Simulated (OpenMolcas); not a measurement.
## d9 ions of charge +2 down a group with 4 chloride ligands in tetrahedral coordination

```yaml
Program: OpenMolcas 26.06
Method: SS-CASPT2, IPEA 0.25 Eh, imaginary shift 0.1 Eh
Spin-orbit_coupling: RASSI with atomic mean-field integrals over the reference wave functions
```

The d shell is active; CASPT2 correlates the ligand valence shells and the outer metal core. Anionic complexes are neutralised by point charges behind the ligands. Distances were set from a Shannon-type radius of the metal (high-spin where two are listed) plus a fixed donor radius (Cl 1.76 Å). Ligand basis ANO-RCC-VTZP, DKH2 Hamiltonian. States (labels of Td). Energies in cm-1 above the lowest state or level, χT in cm3 K/mol; under a threefold ground state the first gap can be a small split of the lowest multiplet, not the spin-orbit step; 10Dq is the gap between the two states; 10Dq is negative for this site. Spin-only χT is S(S+1) / 2 for the spin of the ground state.

```
 Ion  Shell  R (Å)   Metal basis  Outer charge (e at Å behind ligand)  Ground state  First state of that spin   10Dq  First gap with spin-orbit (degeneracies)  χT at 300 K  Spin-only χT
Cu2+    3d9   2.33  ANO-RCC-VTZP                           0.5 at 3.2           2T2                   2E 2990  -2992                                860 (2, 4)        0.837         0.375
Ag2+    4d9   2.55  ANO-RCC-VTZP                           0.5 at 3.2           2T2                   2E 6520  -6525                               1680 (2, 4)        0.494         0.375
```

|10Dq| changes by a factor of 6525 / 2992 = 2.18 from Cu2+ to Ag2+.

χT departs most from the spin-only value for Cu2+, by +0.462 cm3 K/mol.

Roots that are degenerate in the reference are averaged as groups; the widest CASPT2 spread within a group is 88 cm-1 (the 3-fold group of multiplicity 2 near 0 cm-1 above the lowest state of its run, Ag2+). Shifts and gaps below about the spread of the groups concerned are not significant. Over all roots computed the reference weight is 0.71 in Cu2+, 0.70 to 0.71 in Ag2+; a low but even weight reflects the number of correlated electrons. An orbital triplet at a regular site is open to Jahn-Teller coupling, which can distort the site and quench the lowest spin-orbit gaps and is left out. Ligand-to-metal charge-transfer states are missing. A single d shell leaves out the double-shell effect, which counts most for late 3d ions, where the CASPT2 field can be off either way by tens of per cent (holds for Cu2+). With one d shell and no ligand orbital active, 10Dq can be off by tens of per cent for divalent 3d ions, low with halides held by bare charges and at times high in hosts (holds for Cu2+). Free-ion shares, where given, are those of the reference states; single-state CASPT2 does not remix them (holds for Cu2+). With one d shell and no ligand orbital active, 10Dq can be off by a tenth or more (holds for Ag2+). No measured value stands beside these numbers; the geometry was imposed, not optimised, and the real ion may take another.
